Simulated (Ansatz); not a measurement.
Computed with Ansatz on PBE0-D4/def2-TZVP structures; ΔE is electronic, products minus reactants. CCSD(T)/CBS adds triple-zeta CCSD(T) − MP2 to the extrapolated MP2 energy (def2 sets, frozen cores). This one scheme is used for every species, atoms too. Functionals use def2-TZVPP. Open shells (•) are unrestricted, without spin–orbit coupling. Spin–orbit coupling would lower the free atoms: a little for C, F, O; clearly for Ge. For Ge outer-core shells are correlated without core-valence functions, so the limit isn't a true one: a few kJ/mol of doubt a bond, and 10 to 20 or more in all where bonds break to atoms. Scalar relativity is left out up to krypton. Each species was taken in one conformer, which may not be the lowest.

Consider the atomization: `O[CH](F)[GeH2][F]` → C• + 2 F• + Ge• + 4 H• + O•.

CCSD(T)/CBS gives +3121.3 kJ/mol.

Question: Another level gave +3074.4 kJ/mol. Which?
A. PBE0/def2-TZVPP
B. MP2/def2-TZVPP
C. HF/def2-TZVPP
D. PBE-D4/def2-TZVPP

Answer: A. PBE0 3074.4, HF/def2-TZVPP 2134.2, PBE-D4 3182.8, MP2/def2-TZVPP 3120.6 kJ/mol.

Largest T1 diagnostic among the species: 0.012.

In def2-TZVPP, CCSD(T) changes the Hartree–Fock value by +905.3 kJ/mol (the triples alone add +55.6 kJ/mol) and MP2 by +986.3 kJ/mol; breaking electron pairs costs correlation energy, which Hartree–Fock lacks. From PBE to PBE0 (25 % exact exchange), in def2-TZVPP and without D4, ΔE moves by −93.4 kJ/mol: exact exchange takes away binding that semilocal exchange gives to molecules.

For atomizations the MP2-based limit and the directly extrapolated one differ by several kJ/mol either way, and by 10 to 25 for some Ge, Se and Sn compounds, so smaller differences from it don't rank the levels.
